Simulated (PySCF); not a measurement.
Compound: C2H4N2OSi.
Numbering: `[N:1]#[C:2]/[CH:3]=[N:4]/[SiH2:5][OH:6]` (hydrogens: H7 on C3; H8, H9 on Si5; H10 on O6)

The calculation used PBE0-D3(BJ)/def2-SVP geometry optimisation, gas phase (PySCF 2.14.0).

What internal coordinates does the optimisation give?

| bond | length (Å) |
| --- | --- |
| N1≡C2 | 1.158 |
| C2–C3 | 1.451 |
| C3=N4 | 1.263 |
| N4–Si5 | 1.763 |
| Si5–O6 | 1.652 |
| C3–H7 | 1.111 |
| Si5–H8, Si5–H9 | 1.490 |
| O6–H10 | 0.962 |

Bonds in one row agree within 0.01 Å and their mean is given. A selection of angles:
| angle | degrees |
| --- | --- |
| N1–C2–C3 | 178.6 |
| C2–C3–N4 | 121.3 |
| C2–C3–H7 | 113.5 |
| N4–C3–H7 | 125.1 |
| C3–N4–Si5 | 124.4 |
| N4–Si5–O6 | 108.7 |
| N4–Si5–H8 | 105.1 |
| N4–Si5–H9 | 111.7 |
| O6–Si5–H8 | 113.2 |
| O6–Si5–H9 | 106.2 |
| H8–Si5–H9 | 111.9 |
| Si5–O6–H10 | 117.4 |

Dihedral angles: C2–C3–N4–Si5 179° (antiperiplanar); C3–N4–Si5–O6 -121° (anticlinal); H10–O6–Si5–N4 -56° (synclinal). The mirror-image conformer, all signs reversed, is as good.

The C–N distances run from 1.158 Å (N1≡C2, drawn triple) to 1.263 Å (C3=N4, drawn double), a spread of 0.105 Å. Si5 (oxygen-bound silicon) is distorted tetrahedral (angles from 105.1° to 113.2°).

Point group: C1 (no symmetry element, even within 0.4 Å). PBE0-D3(BJ)/def2-SVP frequencies: not computed here. One conformer, not necessarily the lowest (C3–N4–Si5–O6 -121°, N4–Si5–O6–H -56°).
